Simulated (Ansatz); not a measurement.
Reaction (ligand exchange at the Si–C bond): `OCOC[SiH3]` + `[OH][Cd][Br]` → `[SiH3][O][Cd][Br]` + `COCO`

Calculated with Ansatz (gas phase, PBE0-D4/def2-TZVP geometries, no zero-point term in ΔE). CBS: MP2 limit from def2 TZ/QZ plus the TZ coupled-cluster correction, frozen cores. This one scheme is used for every species. Functionals use def2-TZVPP. def2 core potentials past Kr. For Br, Cd outer-core shells are correlated without core-valence functions, which leaves a few kJ/mol of doubt a bond. Scalar relativity is left out up to krypton. Each species was taken in one conformer, which may not be the lowest.

```json
{"level": "ωB97M-V", "ΔE (kcal/mol)": "-30.2", "difference from CCSD(T)/CBS": "0.3"}
{"level": "PBE", "ΔE (kcal/mol)": "-26.1", "difference from CCSD(T)/CBS": "4.4"}
{"level": "PBE0", "ΔE (kcal/mol)": "-28.8", "difference from CCSD(T)/CBS": "1.7"}
{"level": "HF/def2-TZVPP", "ΔE (kcal/mol)": "-38.4", "difference from CCSD(T)/CBS": "-7.9"}
{"level": "SCS-MP2/def2-TZVPP", "ΔE (kcal/mol)": "-33.3", "difference from CCSD(T)/CBS": "-2.8"}
{"level": "CCSD/def2-TZVPP", "ΔE (kcal/mol)": "-32.4", "difference from CCSD(T)/CBS": "-1.9"}
{"level": "CCSD(T)/def2-TZVPP", "ΔE (kcal/mol)": "-31.4", "difference from CCSD(T)/CBS": "-0.9"}
{"level": "HF/def2-QZVPP", "ΔE (kcal/mol)": "-38.6", "difference from CCSD(T)/CBS": "-8.1"}
{"level": "MP2/def2-QZVPP", "ΔE (kcal/mol)": "-31.7", "difference from CCSD(T)/CBS": "-1.2"}
{"level": "SCS-MP2/def2-QZVPP", "ΔE (kcal/mol)": "-32.8", "difference from CCSD(T)/CBS": "-2.3"}
{"level": "CCSD(T)/CBS", "ΔE (kcal/mol)": "-30.5", "difference from CCSD(T)/CBS": "0"}
```

Largest T1 diagnostic among the species: 0.014.

In def2-TZVPP, CCSD(T) changes the Hartree–Fock value by +7.0 kcal/mol (the triples alone add +1.0 kcal/mol) and MP2 by +6.3 kcal/mol. The D4 term adds +0.7 kcal/mol with B3LYP and +0.4 kcal/mol with PBE0; it sums over pairs of atoms, weighted by their polarisabilities, and B3LYP, whose exchange is more repulsive, gets the larger term.

B3LYP here is the variant with VWN-RPA as its local correlation; programs differ in this.
